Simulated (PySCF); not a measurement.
## A single-point calculation

[BiCl]2+ (singlet). PySCF 2.14.0, RKS CAM-B3LYP, Bi def2-SVP with ECP60, Cl def2-SVP; non-relativistic Hamiltonian with scalar-relativistic core potentials where named; density fitting; no spin-orbit coupling. Purpose: singlet excitations, Tamm-Dancoff CAM-B3LYP.

```python
mol = gto.M(atom='''
Bi     0.00000     0.00000    -0.28184
Cl    -0.00000     0.00000     2.04642''',
    basis={'Bi': 'def2-SVP', 'Cl': 'def2-SVP'},
    ecp={'Bi': 'def2-SVP'},
    charge=2, spin=0)
mf = dft.RKS(mol, xc='CAMB3LYP')
mf.grids.atom_grid = (50, 194)
mf = mf.density_fit()  # fitting sets: Bi def2-universal-JKFIT, Cl def2-universal-JKFIT
mf.conv_tol = 1e-08; mf.max_cycle = 55
mf.kernel(dm0)  # dm0: converged density of the relaxed state
td = mf.TDA(); td.nstates = 8; td.kernel()
```

Run from Python with OMP_NUM_THREADS=2; the lines above give its settings. Where DIIS fails, smearing, a level shift and second-order steps follow.
It took 2 s on 2 threads of Arm Neoverse V2, with other jobs on the host, from an already converged density.

Question: Where do the frontier levels lie, over both spins?

Answer: HOMO -23.44 eV, LUMO -16.22 eV. 

Question: What are the Mulliken charges and spins?

Answer: 
| atom | charge (e) | spin (e) |
| --- | --- | --- |
| Bi1 | 1.785 | 0.000 |
| Cl2 | 0.215 | 0.000 |

Question: Which singlet excitations follow (Tamm-Dancoff, 8 states)?

Answer: 
```tsv
state	eV	oscillator strength
1	3.34	0.0000
2	3.62	0.0000
3	3.62	0.0000
4	4.49	0.0074
5	4.49	0.0074
6	5.39	0.0668
7	6.50	0.0034
8	6.50	0.0034
```

The geometry was relaxed with B3LYP (Bi def2-SVP with ECP60, Cl def2-SVP).
